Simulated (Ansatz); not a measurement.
C2H7NSn (`N/C=[CH]/[SnH3]`), relaxed with RKS PBE-D4/def2-SVP in the Gaussian-basis code of Ansatz from a rough embedded geometry. The force threshold is 0.03 eV/Å; the program also tests the step.

The species carries charge 0 and has multiplicity 1. Sn: def2 effective core potential.

Start:

```xyz
11

N    -0.687    0.600    2.088
C     0.029    0.191    0.994
C    -0.542    0.101   -0.221
Sn    0.730   -0.526   -1.837
H    -1.755    0.872    2.006
H    -0.305    0.690    3.074
H     1.103   -0.052    1.150
H    -1.520    0.342   -0.351
H    -0.330   -0.606   -3.278
H     1.996    0.553   -2.080
H     1.280   -2.165   -1.545
```

(1) By how much does the energy fall, and how many steps does the optimiser take? (An estimate is asked.)

(2) Which bonds change most? (Estimate.)

(3) Give the relaxed structure. (An estimate is asked.)

## Answers

(1) Computed: 52.95 kJ/mol, in 29 steps, 7 of them rejected.

(2) Ansatz gave: C3–H8 from 1.015 to 1.105 Å; N1–H5 from 1.104 to 1.022 Å; Sn4–H9 from 1.791 to 1.735 Å; Sn4–H10 from 1.681 to 1.735 Å.

(3) Computed: 
```xyz
11

N    -0.652    0.628    2.167
C    -0.089    0.072    1.037
C    -0.388    0.366   -0.258
Sn    0.692   -0.498   -1.873
H    -1.514    1.165    2.054
H    -0.596    0.100    3.038
H     0.716   -0.650    1.271
H    -1.197    1.087   -0.474
H    -0.362   -1.308   -2.987
H     1.589    0.684   -2.774
H     1.801   -1.647   -1.201
```
